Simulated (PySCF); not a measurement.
Species: C₃H₂ClN₃O₂Si.
SMILES: `N#Cc1nc(O[SiH2]Cl)no1`

Computed with PySCF at B3LYP/def2-SVPD, non-relativistic, on one gas-phase PBE0-D3(BJ)/def2-SVP geometry that isn't relaxed in the solvent. The solvent is an IEF-PCM continuum (cavity from Bondi-type radii × 1.2), and excitations are vertical TDDFT with non-equilibrium linear response and a frozen core. Specific hydrogen bonds and non-electrostatic terms are outside this model.

Gas-phase singlets (H = HOMO, L = LUMO):

```tsv
state	E (eV)	λ (nm)	f	leading configurations
S1	5.072	244	0.112	H→L 94%
S2	5.250	236	0.004	H-2→L 95%
S3	5.815	213	0.007	H-1→L 99%
S4	6.128	202	0.000	H-5→L 58%, H-3→L 33%
S5	6.301	197	0.000	H-3→L 62%, H-5→L 26%
```

How does the list change in benzene (ε = 2.271)?

| state | E (eV) | λ (nm) | f | leading configurations | change by rank (eV) |
| --- | --- | --- | --- | --- | --- |
| S1 | 4.986 | 249 | 0.148 | H→L 96% | -0.086 |
| S2 | 5.275 | 235 | 0.005 | H-2→L 90%, H-3→L 9% | +0.025 |
| S3 | 5.742 | 216 | 0.011 | H-1→L 99% | -0.073 |
| S4 | 6.128 | 202 | 0.000 | H-5→L 49%, H-3→L 43% | 0.000 |
| S5 | 6.279 | 197 | 0.001 | H-3→L 46%, H-5→L 37% | -0.022 |

What are the lowest 5 singlets in chloroform (ε = 4.711)?

```
state  E (eV)  λ (nm)      f           leading configurations  change by rank (eV)
   S1   4.982     249  0.141                          H→L 96%               -0.090
   S2   5.298     234  0.005             H-2→L 87%, H-3→L 12%               +0.048
   S3   5.722     217  0.013                        H-1→L 99%               -0.093
   S4   6.139     202  0.000             H-5→L 46%, H-3→L 44%               +0.011
   S5   6.280     197  0.001  H-3→L 32%, H→L+1 28%, H-5→L 26%               -0.021
```

The ground-state energy changes by -0.175 eV from gas to chloroform. By how much does the total energy of gas-phase S1 change?

E(S1) = E(S0) + excitation energy, so it changes by -0.175 − 0.090 = -0.265 eV: it is lowered more than the ground state, which is what a red shift means. This is the vertical state, with the slow part of the continuum still set for S0.

How do the frontier levels move from gas to chloroform?

| orbital | gas (eV) | solvent (eV) | change (eV) |
| --- | --- | --- | --- |
| LUMO+2 | -0.57 | -0.25 | +0.32 |
| LUMO+1 | -1.10 | -1.04 | +0.06 |
| LUMO | -3.08 | -2.95 | +0.13 |
| HOMO | -8.54 | -8.39 | +0.15 |
| HOMO-1 | -9.42 | -9.20 | +0.22 |
| HOMO-2 | -9.60 | -9.50 | +0.10 |
| HOMO-3 | -9.84 | -9.69 | +0.15 |

The HOMO–LUMO gap goes from 5.46 to 5.44 eV.

The values belong to the conformer `[N:1]#[C:2][c:3]1[n:4][c:5]([O:6][SiH2:7][Cl:8])[n:9][o:10]1`: N4–C5–O6–Si7 -2°, C5–O6–Si7–Cl8 -177°.
